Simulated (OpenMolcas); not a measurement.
Computed levels of 3s² 3p in ions with 13 electrons, in cm-1 above ²P°_1/2.

```
Program             : OpenMolcas
Method              : SS-CASPT2, IPEA 0.25 Eh, imaginary shift 0.1 Eh
Basis               : ANO-RCC-VTZP
Scalar Hamiltonian  : DKH2, point nucleus
Spin-orbit coupling : RASSI with atomic mean-field integrals over the reference wave functions, term energies averaged over their components
```

Active space for each ion: 1 electron in 3 orbitals (3p); closed shells correlated by CASPT2: 2s 2p 3s.

| Level | Al | Si+ | S3+ | Cl4+ | Ar5+ |
| --- | --- | --- | --- | --- | --- |
| ²P°_3/2 | 94.4 | 246 | 874 | 1407 | 2097 |

Question: Estimate ²P°_3/2 for P2+ from its neighbours Si+ and S3+.

Answer: ²P°_3/2 is fine structure, which grows about as the fourth power of a screened charge, so the fourth roots are averaged: ((246^0.25 + 874^0.25) / 2)^4 = 487. The calculation gives 501, so the estimate is off by -2.8 %; the measured value is 559 (Martin, Zalubas and Musgrove, J. Phys. Chem. Ref. Data 14, 751 (1985)).

With one active electron, CASPT2 adds the correlation within the correlated inactive shells and between them and that electron, and leaves the splitting within a term as the reference gives it. Computed and measured levels are paired by configuration, term and J; levels that our copy of the source lacks, or whose pairing is in doubt (as where it misses far off the trend of its configuration), stay unpaired and out of the deviations. Levels of configurations outside the active space are missing.

° marks odd parity.
